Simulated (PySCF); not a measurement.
**Input and output**

[Tl(BH4)2]+ (singlet). PySCF 2.14.0, RKS PBE0, Tl def2-TZVP with ECP60, B def2-TZVP, H def2-TZVP; non-relativistic Hamiltonian with scalar-relativistic core potentials where named; density fitting; no spin-orbit coupling. Purpose: basis and core treatment small-core/TZVP.

```python
mol = gto.M(atom='''
Tl     0.00000    -0.00002    -0.01287
B      2.23089     0.20491     0.17431
H      3.14292    -0.56402    -0.44787
H      2.50987    -0.13083     1.29795
H      2.32755    -0.79349    -0.72256
H      2.53146     1.27479    -0.28998
B     -2.23089    -0.20431     0.17499
H     -3.14292     0.56249    -0.44982
H     -2.50988     0.13526     1.29748
H     -2.32754     0.79102    -0.72528
H     -2.53146    -1.27577    -0.28565''',
    basis={'Tl': 'def2-TZVP', 'B': 'def2-TZVP', 'H': 'def2-TZVP'},
    ecp={'Tl': 'def2-TZVP'},
    charge=1, spin=0)
mf = dft.RKS(mol, xc='PBE0')
mf.grids.atom_grid = (75, 302)
mf = mf.density_fit()  # fitting sets: Tl def2-universal-JKFIT, B def2-universal-JKFIT, H def2-universal-JKFIT
mf.conv_tol = 1e-08; mf.max_cycle = 55
mf.kernel(dm0)  # dm0: free metal ions and neutral atoms
mf.nuc_grad_method().kernel()
```

Run from Python with OMP_NUM_THREADS=2; the lines above give its settings. Where DIIS fails, smearing, a level shift and second-order steps follow.
It took 13 s on 2 threads of Arm Neoverse V2 (shared host).

Task: Where do the frontier levels lie, over both spins?

Result: HOMO -12.37 eV, LUMO -6.52 eV. 

Task: What does the SCF print?

Result: 
```
init E= -226.401113789882
cycle= 1 E= -226.535360787137  delta_E= -0.134  |g|= 0.435  |ddm|= 2.24
cycle= 2 E= -226.554845105056  delta_E= -0.0195  |g|= 0.383  |ddm|= 0.898
cycle= 3 E= -226.604676906804  delta_E= -0.0498  |g|= 0.0628  |ddm|= 0.421
cycle= 4 E= -226.605263412189  delta_E= -0.000587  |g|= 0.016  |ddm|= 0.0579
...
cycle= 7 E= -226.605310815788  delta_E= -3.67e-08  |g|= 8.01e-05  |ddm|= 0.000769
cycle= 8 E= -226.605310817268  delta_E= -1.48e-09  |g|= 3.17e-05  |ddm|= 0.000149
Extra cycle  E= -226.605310817274  delta_E= -5.74e-12  |g|= 3.41e-05  |ddm|= 0.000104
converged SCF energy = -226.605310817274
```

Task: What are the Mulliken charges and spins?

Result: 
```
atom  charge (e)  spin (e)
 Tl1       0.618     0.000
  B2      -0.467     0.000
  H3       0.238     0.000
  H4       0.126     0.000
  H5       0.175     0.000
  H6       0.119     0.000
  B7      -0.467     0.000
  H8       0.238     0.000
  H9       0.126     0.000
 H10       0.175     0.000
 H11       0.119     0.000
```

Task: What forces act on the atoms (eV/Å)?

Result: 
```
Tl   0.00  0.00  0.01
B    0.13  0.01  0.02
H   -0.32  0.00 -0.03
H   -0.07  0.08 -0.27
H    0.23  0.16  0.16
H   -0.08 -0.26  0.11
B   -0.13 -0.01  0.02
H    0.32  0.00 -0.03
H    0.07 -0.08 -0.27
H   -0.23 -0.16  0.17
H    0.08  0.26  0.11
```
Forces carry noise of the integration grid, about 0.01 to 0.03 eV/Å.

The geometry was relaxed with PBE0 (Tl def2-SVP with ECP60, B def2-SVP, H def2-SVP).
